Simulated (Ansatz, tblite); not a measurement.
Forces on Cd6Se6 at its PBE-D4/def2-SVP geometry. Total charge 0; singlet.

In the def2 sets Cd takes a core potential; there is no spin–orbit coupling. The xTB rows come from tblite. Another isomer (singlet) lies 0.16 eV lower at PBE-D4/def2-SVP; other spin states weren't run for this one.

GFN1-xTB (tblite), largest force 1.12 eV/Å:

```xyz
12
positions Å, forces eV/Å
Cd    2.003    1.214   -1.736    0.053   -0.024   -0.324
Cd   -1.596    3.429    1.675   -0.059   -0.030    0.060
Cd   -1.558   -1.481    3.073   -0.022   -0.267    0.208
Cd   -1.732    1.282    4.048   -0.023    0.317    0.060
Cd   -0.995   -2.316    0.430    0.118   -0.202   -0.525
Cd    1.050   -1.878   -2.388    0.320    0.468   -0.321
Se   -1.543    0.446   -0.057    1.097    0.050   -0.213
Se    2.939   -0.467   -3.332   -0.252   -0.141    0.376
Se    1.629    2.513    0.472   -0.248   -0.558    0.180
Se   -0.735    0.521   -2.230   -0.250   -0.049    0.749
Se   -0.058   -3.862   -1.281   -0.211    0.166    0.473
Se    0.597    0.599    1.326   -0.523    0.271   -0.722
```

GFN2-xTB (tblite), largest force 0.81 eV/Å:

```
Cd 0.259 -0.108 -0.519
Cd -0.029 -0.081 -0.027
Cd 0.117 -0.209 -0.170
Cd -0.034 0.246 -0.024
Cd -0.067 -0.202 0.530
Cd 0.143 -0.078 -0.139
Se -0.519 0.494 -0.388
Se 0.003 0.019 0.211
Se -0.106 0.084 0.630
Se -0.389 0.101 0.052
Se 0.075 -0.143 -0.106
Se 0.547 -0.122 -0.053
```

PBE-D4/def2-SVP (Ansatz), largest force 0.01 eV/Å:

```
Cd -0.005 -0.009 0.001
Cd -0.003 -0.003 0.001
Cd 0.001 -0.003 0.000
Cd 0.001 0.008 0.000
Cd 0.003 -0.001 0.002
Cd 0.006 0.009 -0.001
Se 0.000 0.008 -0.002
Se -0.001 -0.006 0.001
Se -0.001 0.006 0.007
Se -0.003 -0.003 0.005
Se 0.000 -0.001 -0.005
Se 0.001 -0.005 -0.007
```
